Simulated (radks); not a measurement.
Question: Tm I, configuration [Xe] 4f13 6s2. Method: Dirac Kohn-Sham, PBE, spin-unpolarised, spherical densities, point nucleus; open shells are shared between the two j in proportion to 2j + 1; speed of light set to 274.072 atomic units (2 times the physical value, a model run); computed with a radial shooting solver on a logarithmic mesh with Libxc functionals. Some entries of the table are withheld. Estimate them.

| orbital | occ. | eigenvalue (eV) | <1/r> (bohr^-1) |
|---|---|---|---|
| 1s1/2 | 2 | -56008.19 | 70.71 |
| 2s1/2 | 2 | -9144.923 | 16.63 |
| 2p1/2 | 2 | -8730.906 | 16.65 |
| 2p3/2 | 4 | -8515.355 | 16.12 |
| 3s1/2 | 2 | (1) | (2) |
| 3p1/2 | 2 | -1855.399 | 6.223 |
| 3p3/2 | 4 | -1810.299 | 6.086 |
| 3d3/2 | 4 | -1469.030 | 5.992 |
| 3d5/2 | 6 | -1457.805 | 5.953 |
| 4s1/2 | 2 | -392.3260 | 2.673 |
| 4p1/2 | 2 | -316.8994 | 2.575 |
| 4p3/2 | 4 | -306.8704 | 2.526 |
| 4d3/2 | 4 | -173.7672 | (3) |
| 4d5/2 | 6 | -171.6751 | (4) |
| 5s1/2 | 2 | -46.5394 | 0.9977 |
| 5p1/2 | 2 | (5) | 0.8698 |
| 5p3/2 | 4 | (6) | 0.8522 |
| 4f5/2 | 5.57143 | -6.4978 | 1.734 |
| 4f7/2 | 7.42857 | -6.1784 | 1.727 |
| 6s1/2 | 2 | -3.6349 | 0.2954 |
| 5d3/2 | 0 | -1.3723 | 0.4171 |
| 5d5/2 | 0 | -1.3177 | 0.4109 |
| 6p1/2 | 0 | -1.3114 | 0.2153 |
| 6p3/2 | 0 | -1.2572 | 0.2117 |

Answer: 
(1) 3s1/2 eigenvalue (eV): -2042.246
(2) 3s1/2 <1/r> (bohr^-1): 6.284
(3) 4d3/2 <1/r> (bohr^-1): 2.314
(4) 4d5/2 <1/r> (bohr^-1): 2.300
(5) 5p1/2 eigenvalue (eV): -26.7852
(6) 5p3/2 eigenvalue (eV): -25.5921
